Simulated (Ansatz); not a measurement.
Basis-set extrapolation for CH7NOSSi (`NC(O)[SiH2]S`) (PBE0-D4/def2-TZVP geometry, frozen core, Ansatz). Multiplicity 1, RHF reference.

```csv
,def2-TZVPP,def2-QZVPP
HF,-857.832866,-857.861156
MP2 correlation,-0.932061,-1.003852
CCSD(T) correlation,-1.022022,not run
```

Energies in hartree. Use E(X) = E(∞) + A·exp(−7.88·√X) for Hartree–Fock and E(X) = E(∞) + B·X^(−2.97) for correlation, with X = 3 and 4, and add CCSD(T) minus MP2 of the smaller set to the MP2 limit.

Task: What is the CCSD(T) energy at the basis-set limit?

Result: HF limit: -857.861156 + (-0.028290) × 0.13774 = -857.86505. MP2 limit: -1.003852 + (-0.071791) × 0.74074 = -1.05703. Higher-order term: -1.022022 − (-0.932061) = -0.08996. Total: -859.01204 hartree, 412.6 kJ/mol below CCSD(T)/def2-TZVPP.
